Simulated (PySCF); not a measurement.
SSi, triplet, at a GFN2-xTB geometry (the spin is typed, not shown lowest); HF/def2-SVP (PySCF).

PySCF was given this input:
```python
from pyscf import gto, scf

mol = gto.M(
    atom='''
Si   -0.00000000   -0.00000000   -1.11967259
S     0.00000000    0.00000000    0.97971351
''',
    basis='def2-svp',
    spin=2,
    verbose=4,
)

mf = scf.UHF(mol)
mf.DIIS = scf.ADIIS
mf.kernel()
```

Output, abridged:

```
PySCF version 2.14.0

[INPUT] verbose = 4
[INPUT] num. atoms = 2
[INPUT] num. electrons = 30
[INPUT] charge = 0
[INPUT] spin (= nelec alpha-beta = 2S) = 2
[INPUT] symmetry False subgroup None
[INPUT] Mole.unit = angstrom
[INPUT] Symbol           X                Y                Z      unit          X                Y                Z       unit  Magmom
[...]
nuclear repulsion = 56.4620749113658
number of shells = 16
number of NR pGTOs = 72
number of NR cGTOs = 36
basis = def2-svp
ecp = {}

******** <class 'pyscf.scf.uhf.UHF'> ********
method = UHF
initial guess = minao
damping factor = 0
level_shift factor = 0
DIIS = <class 'pyscf.scf.diis.ADIIS'>
diis_start_cycle = 1
diis_space = 8
diis_damp = 0
SCF conv_tol = 1e-09
SCF conv_tol_grad = None
SCF max_cycles = 50
direct_scf = True
direct_scf_tol = 1e-13
number electrons alpha = 16  beta = 14
Set gradient conv threshold to 3.16228e-05
init E= -686.006064199409

cycle= 1 E= -686.088905273128  delta_E= -0.0828  |g|= 0.239  |ddm|= 1.32
cycle= 2 E= -686.125660642025  delta_E= -0.0368  |g|= 0.165  |ddm|= 0.613
cycle= 3 E= -686.141775643375  delta_E= -0.0161  |g|= 0.098  |ddm|= 0.369
cycle= 4 E= -686.147263701779  delta_E= -0.00549  |g|= 0.0484  |ddm|= 0.213
cycle= 5 E= -686.148536959778  delta_E= -0.00127  |g|= 0.0312  |ddm|= 0.112
cycle= 6 E= -686.149130675385  delta_E= -0.000594  |g|= 0.0132  |ddm|= 0.0655
cycle= 7 E= -686.149236022692  delta_E= -0.000105  |g|= 0.0086  |ddm|= 0.0305
cycle= 8 E= -686.149280428833  delta_E= -4.44e-05  |g|= 0.00454  |ddm|= 0.0194
cycle= 9 E= -686.149295540867  delta_E= -1.51e-05  |g|= 0.00304  |ddm|= 0.0108
cycle= 10 E= -686.149302690215  delta_E= -7.15e-06  |g|= 0.00183  |ddm|= 0.00702
cycle= 11 E= -686.149306545577  delta_E= -3.86e-06  |g|= 0.00131  |ddm|= 0.00457
cycle= 12 E= -686.149308918309  delta_E= -2.37e-06  |g|= 0.000864  |ddm|= 0.00301
cycle= 13 E= -686.149310545948  delta_E= -1.63e-06  |g|= 0.000689  |ddm|= 0.00229
cycle= 14 E= -686.149311752285  delta_E= -1.21e-06  |g|= 0.000532  |ddm|= 0.00166
cycle= 15 E= -686.149312691025  delta_E= -9.39e-07  |g|= 0.000465  |ddm|= 0.00145
cycle= 16 E= -686.149313444384  delta_E= -7.53e-07  |g|= 0.000401  |ddm|= 0.00118
cycle= 17 E= -686.149314060631  delta_E= -6.16e-07  |g|= 0.000364  |ddm|= 0.00108
cycle= 18 E= -686.149314571303  delta_E= -5.11e-07  |g|= 0.000327  |ddm|= 0.000941
cycle= 19 E= -686.149314998279  delta_E= -4.27e-07  |g|= 0.0003  |ddm|= 0.000868
[...]
cycle= 23 E= -686.149316140098  delta_E= -2.2e-07  |g|= 0.000216  |ddm|= 0.000605
cycle= 24 E= -686.149316328118  delta_E= -1.88e-07  |g|= 0.000199  |ddm|= 0.000555
cycle= 25 E= -686.149316489079  delta_E= -1.61e-07  |g|= 0.000185  |ddm|= 0.000513
cycle= 26 E= -686.149316627113  delta_E= -1.38e-07  |g|= 0.000171  |ddm|= 0.000473
cycle= 27 E= -686.149316745648  delta_E= -1.19e-07  |g|= 0.000159  |ddm|= 0.000437
cycle= 28 E= -686.149316847553  delta_E= -1.02e-07  |g|= 0.000147  |ddm|= 0.000404
cycle= 29 E= -686.149316935246  delta_E= -8.77e-08  |g|= 0.000137  |ddm|= 0.000375
cycle= 30 E= -686.149317010769  delta_E= -7.55e-08  |g|= 0.000127  |ddm|= 0.000347
cycle= 31 E= -686.149317075853  delta_E= -6.51e-08  |g|= 0.000118  |ddm|= 0.000322
cycle= 32 E= -686.149317131973  delta_E= -5.61e-08  |g|= 0.000109  |ddm|= 0.000298
cycle= 33 E= -686.149317180384  delta_E= -4.84e-08  |g|= 0.000102  |ddm|= 0.000277
cycle= 34 E= -686.149317222164  delta_E= -4.18e-08  |g|= 9.44e-05  |ddm|= 0.000257
cycle= 35 E= -686.149317258222  delta_E= -3.61e-08  |g|= 8.77e-05  |ddm|= 0.000238
cycle= 36 E= -686.149317289369  delta_E= -3.11e-08  |g|= 8.15e-05  |ddm|= 0.000221
cycle= 37 E= -686.149317316276  delta_E= -2.69e-08  |g|= 7.58e-05  |ddm|= 0.000206
cycle= 38 E= -686.149317339521  delta_E= -2.32e-08  |g|= 7.04e-05  |ddm|= 0.000191
cycle= 39 E= -686.149317359613  delta_E= -2.01e-08  |g|= 6.55e-05  |ddm|= 0.000177
cycle= 40 E= -686.149317376978  delta_E= -1.74e-08  |g|= 6.09e-05  |ddm|= 0.000165
cycle= 41 E= -686.149317391976  delta_E= -1.5e-08  |g|= 5.66e-05  |ddm|= 0.000153
cycle= 42 E= -686.149317404954  delta_E= -1.3e-08  |g|= 5.26e-05  |ddm|= 0.000142
cycle= 43 E= -686.149317416166  delta_E= -1.12e-08  |g|= 4.9e-05  |ddm|= 0.000132
cycle= 44 E= -686.149317425869  delta_E= -9.7e-09  |g|= 4.55e-05  |ddm|= 0.000123
cycle= 45 E= -686.149317434258  delta_E= -8.39e-09  |g|= 4.24e-05  |ddm|= 0.000114
cycle= 46 E= -686.149317441511  delta_E= -7.25e-09  |g|= 3.94e-05  |ddm|= 0.000106
cycle= 47 E= -686.149317447759  delta_E= -6.25e-09  |g|= 3.67e-05  |ddm|= 9.84e-05
cycle= 48 E= -686.149317453183  delta_E= -5.42e-09  |g|= 3.41e-05  |ddm|= 9.18e-05
cycle= 49 E= -686.149317457899  delta_E= -4.72e-09  |g|= 3.17e-05  |ddm|= 8.57e-05
cycle= 50 E= -686.149317461967  delta_E= -4.07e-09  |g|= 2.95e-05  |ddm|= 7.95e-05
SCF not converged.
SCF energy = -686.149317461967 after 50 cycles  <S^2> = 2.0315114  2S+1 = 3.0209345
```

Convergence was not reached.
